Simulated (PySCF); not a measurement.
C6H6O, SMILES C#C[C@H]1C=COC1. Coordinates come from a PBE0-D3(BJ)/def2-SVP optimisation. The structure was generated by enumeration; whether it is a known compound was not checked. The values are those of a single conformer.

These are PBE0-D3(BJ)/def2-SVP (PySCF) values and carry that method's errors.

Harmonic wavenumbers (cm⁻¹): 88, 163, 234, 431, 510, 536, 653, 692, 704, 733, 836, 890, 937, 1000, 1022, 1048, 1090, 1122, 1202, 1230, 1269, 1313, 1324, 1414, 1486, 1714, 2249, 3016, 3070, 3164, 3256, 3293, 3491. Rotational constants (GHz): 7.126, 1.929, 1.639; symmetry number 1.

Question: Work out the zero-point energy and the ideal-gas rigid-rotor harmonic-oscillator thermochemistry at 298.15 K and 1 atm.

Answer: ZPE = ½ Σ hcν = ½ × 45180 cm⁻¹ = 64.59 kcal/mol. H − E(el) = 69.12 kcal/mol. Entropy in cal/(mol K): translation 39.54, rotation 27.06, vibration 12.40, total 79.00. G − E(el) = 45.57 kcal/mol. Cp = 24.96 cal/(mol K). Modes under 150 cm⁻¹ make the vibrational entropy uncertain.
